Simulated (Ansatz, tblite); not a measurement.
Removing and adding an electron: the cluster Li6N2 (the lowest singlet isomer of a short search). The state is a singlet with charge 0. Geometry: r2SCAN-D4/def2-TZVP. Ansatz, gas phase; energy differences of separate SCF runs; the oxidised species was run as a doublet alone; the reduced species was run as a doublet alone.

```xyz
8

Li   -1.2783    0.0795   -0.5929
Li   -0.0094    2.6370   -1.8677
Li    0.8812    0.9266    0.6107
Li   -1.2586   -0.0003    2.2548
Li    1.1210   -0.2860   -1.8104
Li    0.4404   -2.1768    0.7457
N     0.4190   -0.6671   -0.2749
N    -0.3154   -0.5128    0.9346
```

The xTB rows come from tblite. HOMO above LUMO, or a gap near zero within one spin, warns that the state may not be the lowest or that an electron is smeared out. The structure comes from a short search, and lower isomers may exist.

```json
{"level": "GFN1-xTB", "−HOMO (eV)": "8.97", "vertical IE (eV)": "10.86", "−LUMO (eV)": "8.89", "vertical EA (eV)": "7.11", "HOMO–LUMO gap (eV)": "0.07", "IE − EA (eV)": "3.75", "remarks": "–"}
{"level": "GFN2-xTB", "−HOMO (eV)": "4.47", "vertical IE (eV)": "6.85", "−LUMO (eV)": "4.37", "vertical EA (eV)": "2.46", "HOMO–LUMO gap (eV)": "0.10", "IE − EA (eV)": "4.39", "remarks": "–"}
{"level": "PBE-D4/def2-TZVP", "−HOMO (eV)": "2.27", "vertical IE (eV)": "4.27", "−LUMO (eV)": "1.70", "vertical EA (eV)": "–", "HOMO–LUMO gap (eV)": "0.56", "IE − EA (eV)": "–", "remarks": "gap within one spin near zero (+1 doublet), restricted SCF unstable in HF (singlet)"}
{"level": "PBE-D4/def2-TZVPD", "−HOMO (eV)": "2.32", "vertical IE (eV)": "–", "−LUMO (eV)": "1.75", "vertical EA (eV)": "0.63", "HOMO–LUMO gap (eV)": "0.57", "IE − EA (eV)": "–", "remarks": "HOMO above zero (-1 doublet), restricted SCF unstable in HF (singlet)"}
{"level": "r2SCAN-D4/def2-TZVP", "−HOMO (eV)": "2.27", "vertical IE (eV)": "4.10", "−LUMO (eV)": "1.46", "vertical EA (eV)": "–", "HOMO–LUMO gap (eV)": "0.81", "IE − EA (eV)": "–", "remarks": "restricted SCF unstable in HF (singlet), spin-contaminated (⟨S²⟩ 0.85) (+1 doublet)"}
{"level": "r2SCAN-D4/def2-TZVPD", "−HOMO (eV)": "2.32", "vertical IE (eV)": "–", "−LUMO (eV)": "1.50", "vertical EA (eV)": "0.62", "HOMO–LUMO gap (eV)": "0.82", "IE − EA (eV)": "–", "remarks": "HOMO above zero (-1 doublet), restricted SCF unstable in HF (singlet), spin-contaminated (⟨S²⟩ 1.01) (-1 doublet)"}
{"level": "PBE0-D4/def2-TZVP", "−HOMO (eV)": "3.00", "vertical IE (eV)": "4.18", "−LUMO (eV)": "1.19", "vertical EA (eV)": "–", "HOMO–LUMO gap (eV)": "1.81", "IE − EA (eV)": "–", "remarks": "restricted SCF unstable in HF (singlet)"}
{"level": "PBE0-D4/def2-TZVPD", "−HOMO (eV)": "3.04", "vertical IE (eV)": "–", "−LUMO (eV)": "1.24", "vertical EA (eV)": "0.54", "HOMO–LUMO gap (eV)": "1.79", "IE − EA (eV)": "–", "remarks": "HOMO above zero (-1 doublet), restricted SCF unstable in HF (singlet)"}
```

   A HOMO above zero means that the electron is unbound at that level or that self-interaction error raises the level; the energy of removing that electron tells which. Raw xTB energy differences between charge states are shifted by several eV; the methods need an empirical correction for them.
